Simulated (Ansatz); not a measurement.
Reaction (formal exchange of groups at a B–Si bond): `OB(S)[SiH2]Cl` + `O=COCI` → `O=COB(O)S` + `Cl[SiH2]CI`

Calculated with Ansatz (gas phase, PBE0-D4/def2-TZVP geometries, no zero-point term in ΔE). CCSD(T)/CBS adds triple-zeta CCSD(T) − MP2 to the extrapolated MP2 energy (def2 sets, frozen cores). DFT in def2-TZVPP. B3LYP here is the variant with VWN-RPA as its local correlation; programs differ in this. def2 core potentials past Kr. For I outer-core shells are correlated without core-valence functions, which leaves a few kJ/mol of doubt a bond. One conformer a species, not always the lowest.

CCSD(T)/CBS gives -215.2 kJ/mol.

(1) Another level gave -212.4 kJ/mol. Which?
A. B3LYP/def2-TZVPP
B. MP2/def2-TZVPP
C. CCSD(T)/def2-TZVPP
D. SCS-MP2/def2-TZVPP

Largest T1 diagnostic among the species: 0.015.

Results:

(1) C. CCSD(T)/def2-TZVPP -212.4, B3LYP -204.0, SCS-MP2/def2-TZVPP -216.6, MP2/def2-TZVPP -221.0 kJ/mol.

From PBE to PBE0 (25 % exact exchange), in def2-TZVPP and without D4, ΔE moves by −13.8 kJ/mol. In def2-TZVPP, CCSD(T) changes the Hartree–Fock value by +15.5 kJ/mol (the triples alone add +3.6 kJ/mol) and MP2 by +6.9 kJ/mol.
